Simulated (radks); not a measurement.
Removal energies from the zinc ion Zn8+, [Ar] 3d4, by Delta-SCF beside the eigenvalue of the level emptied. All-electron calculation, scalar-relativistic Kohn-Sham, PBEsol, spin-polarised, spherical densities, finite nucleus; Fermi nuclear charge, rms radius of each element as measured or else 0.836 A^(1/3) + 0.57 fm. Program: a radial shooting solver on a logarithmic mesh with Libxc functionals. Open shells are filled with parallel spins first.

| removed from | final configuration | Delta-SCF (eV) | -eigenvalue (eV) |
|---|---|---|---|
| 3d | [Ar] 3d3 | 205.16 | 189.04 |
| 3p | [Ne] 3s2 3p5 3d4 | 273.37 | 258.16 |
| 3s | [Ne] 3s1 3p6 3d4 | 320.69 | 305.35 |
| 2p | [He] 2s2 2p5 3s2 3p6 3d4 | 1243.9 | 1202.1 |
